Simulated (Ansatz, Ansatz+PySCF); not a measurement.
```yaml
atoms:
  - { symbol: H, position_ang: [0.0000, 0.0000, -1.2847] }
  - { symbol: B, position_ang: [0.0000, 0.0000, -0.0053] }
  - { symbol: O, position_ang: [0.0000, 0.0000, 1.2900] }
```

Basis set: def2-SVP (spherical functions). Left uncorrelated: 2 orbitals. Charge 0, multiplicity 1.

Computed with Ansatz (development build ahead of 0.2.0); each method stands on the lowest determinant of its kind that the runs found. Restricted open shells among the atoms or ions are ROHF, correlated in semicanonical orbitals with singles.

Question: Give the atomization energy at this shape (free ground-state atoms in the same class of orbitals less the molecule, no zero-point energy) of singlet BHO by RHF-CCSD(T), RHF-MP2, RHF, UHF.

Answer:

| method | atomization energy |
| --- | --- |
| RHF-CCSD(T) | 1217.1 kJ/mol |
| RHF-MP2 | 1275.2 kJ/mol |
| RHF | 922.3 kJ/mol |
| UHF | 901.2 kJ/mol |

Caution: the shape is not the minimum.
